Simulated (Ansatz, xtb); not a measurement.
# Ranking isomers of C2H11FGeSi2

4 gas-phase structures of C2H11FGeSi2, from a drawn sample of its isomers (lower ones may exist). Each was relaxed with GFN2-xTB; where two conformers were screened, the lower at r2SCAN-D4/def2-SVP//GFN2-xTB is listed:

A. `CC[Si@@H]([SiH3])[GeH2][F]`, a singlet
B. `[F][GeH2][CH2][SiH2]C[SiH3]`, a singlet
C. `CC[Si@@H](F)[SiH2][GeH3]`, a singlet
D. `C[C@H](F)[SiH2][GeH2][SiH3]`, a singlet

**Question.** Estimate their order in r2SCAN-D4/def2-SVP//GFN2-xTB energy at these geometries, lowest first.

**Answer.** Calculated order at r2SCAN-D4/def2-SVP//GFN2-xTB: C (0.0), B (7.8), A (16.7), D (42.3) kcal/mol.

Energies above the lowest of each column, in kcal/mol; the last columns are at r2SCAN-D4/def2-SVP geometries and were run for some of them only (a dash: not run or not comparable):

| structure | GFN2-xTB | HF/STO-3G | r2SCAN-D4/def2-SVP//GFN2-xTB | r2SCAN-D4/def2-SVP | CCSD(T)/def2-SVP + ΔMP2/def2-TZVPP |
| --- | --- | --- | --- | --- | --- |
| C | 0.0 | 0.0 | 0.0 | 0.0 | 0.0 |
| B | 10.9 | 12.7 | 7.8 | 10.3 | 7.6 |
| A | 6.7 | 18.3 | 16.7 | 16.2 | 17.9 |
| D | 27.2 | 19.2 | 42.3 | – | – |

Every level run on C puts it lowest or level with the lowest. Flexible structures stand in one conformer each, not always the lowest. Frequencies (GFN2-xTB) were run for A, B, C alone. The ΔMP2 step shifts differences by up to 3.2 kcal/mol, which makes them less sure. ΔMP2 is the change of the MP2 energy from the smaller to the larger basis.

Over these structures GFN2-xTB departs from r2SCAN-D4/def2-SVP//GFN2-xTB by 7.0 kcal/mol on average once a common shift is removed. A GFN2-xTB relaxation took about 0.15 s and the r2SCAN-D4/def2-SVP//GFN2-xTB energy about 2.8 s on a shared host (Ansatz 0.2.0, xtb 6.7.1).
